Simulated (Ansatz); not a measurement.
A made-up structure of CH$_{3}$ClZn, singlet:

| atom | x (Å) | y (Å) | z (Å) |
| --- | --- | --- | --- |
| Cl1 | 0.9524 | -1.6779 | -0.3777 |
| C2 | -0.2306 | -0.3277 | -0.5647 |
| Zn3 | 0.1195 | 0.8830 | 0.9301 |
| H4 | 1.7922 | -2.6970 | -0.2194 |
| H5 | -1.2220 | -0.7794 | -0.5608 |
| H6 | 0.4375 | 1.7975 | 2.1227 |

It is relaxed with PBE-D4/def2-SVP and then PBE0-D4/def2-TZVP (Ansatz 0.2.0). Atoms count as bonded within 1.22 times the sum of their covalent radii (H–H: 0.88 Å). The end point is not checked to be a true minimum.

Q: Does its bonding change? (Judge from chemistry; the calculation decides.)

A: By the calculation: No: no bond forms or breaks.

Where it ends: The first stage lowers the energy by 1.89 eV in 11 steps. It ends as CH₃ClZn ([ClH][CH][ZnH]):
Cl1  (1.106, -1.500, -0.832)
C2  (-0.141, -0.500, -0.284)
Zn3  (0.159, 0.809, 1.044)
H4  (1.403, -2.606, -0.069)
H5  (-1.086, -0.932, -0.597)
H6  (0.407, 1.928, 2.068)
(Å)

Labels in which every atom is bracketed show which atoms are joined, not bond orders.

For scale, one of the runs: PBE0-D4/def2-TZVP relaxation, 134 basis functions, launched by `ansatz run in.yaml --threads 2 --pin off --events-out ev --progress --plain --max-ram 4352MiB`. Hardware: 2 CPU threads of an Arm Neoverse V2, shared host. Wall time about 37 s.
